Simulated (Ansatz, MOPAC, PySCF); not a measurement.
Dimer: NH3 (SMILES N) (first 4 atoms) with C2H6 (SMILES CC); geometry from B3LYP-D3(BJ)/def2-TZVP, rigid monomers moved along the line of their centres of mass till H3···C6 is 2.63 Å.
(charge 0, multiplicity 1):
```tsv
atom	x (Å)	y (Å)	z (Å)
N	-0.0858	-0.0201	-0.2018
H	-0.2269	0.4751	-1.0748
H	0.3915	0.6109	0.4318
H	0.5449	-0.7912	-0.3890
C	-0.5980	-0.6032	3.0651
C	0.4693	0.4879	3.0566
H	-0.9357	-0.8251	2.0520
H	-1.4686	-0.2968	3.6488
H	-0.2153	-1.5262	3.5057
H	1.3481	0.1797	2.4849
H	0.8077	0.7294	4.0664
H	0.0882	1.4095	2.6107
```

Interaction energies are E(AB) − E(A) − E(B) at the monomers' geometry in the complex; basis-set methods are counterpoise corrected. Rows marked so take none.

Rows in 3-21G, 6-31G* carry no dispersion term and start afresh at each structure (6-31G* with six Cartesian d functions). The state reached by PM7 isn't checked; PM7 holds dispersion and hydrogen-bond terms.

Programs: Ansatz (Gaussian orbitals); MOPAC for PM7 (differences of heats of formation); PySCF for 3-21G rows, 6-31G* rows. Values without a source in brackets are computed.

Question: One of these levels gives -23.8 meV for the interaction energy. Name it.
A. B3LYP/3-21G (no counterpoise)
B. PBE/def2-TZVPPD
C. PM7
D. HF/6-31G*

Answer: C, PM7. The others give 75.4 (HF/6-31G*), 9.8 (PBE/def2-TZVPPD), -106.5 (B3LYP/3-21G (no counterpoise))

Ansatz is a quantum-chemistry and plane-wave program.
